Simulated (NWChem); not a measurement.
Species: C3H4OSe; SMILES O1C=C[C@@H]1[SeH]

```xyz
9

Se     0.0092    -1.2161    -0.1609
C      0.1361     0.5883     0.5819
C      1.0464     1.5987    -0.0506
C     -0.0764     2.2191    -0.4404
O     -0.9979     1.3421     0.0841
H      1.1181    -1.7309     0.6585
H      0.1211     0.5431     1.6810
H      2.1198     1.7375    -0.1328
H     -0.3988     3.1114    -0.9813
```
Atoms are numbered in this order, from 1.

Computed with NWChem. All runs use the structure optimised with PBE0/def2-SVP. GIAO values for the isolated, static molecule; σ is the absolute isotropic shielding, δ = σ(reference) − σ with the isolated reference molecule computed at the same levels (13C: tetramethylsilane, 1H: tetramethylsilane). Spin-orbit effects, on the heavy nuclei and on their neighbours, are missing.

Problem. Predict the results for KT2/pcSseg-1. Quantities: σ Se1 (ppm); δ C3 (ppm); δ C4 (ppm); δ H6 (ppm); δ H7 (ppm); δ H8 (ppm); δ H9 (ppm).

Solution. 
```
Property     Result
-----------  ------
σ Se1 (ppm)  1677.5
δ C3 (ppm)    115.6
δ C4 (ppm)    154.6
δ H6 (ppm)     2.25
δ H7 (ppm)     6.98
δ H8 (ppm)     5.92
δ H9 (ppm)     6.88
```
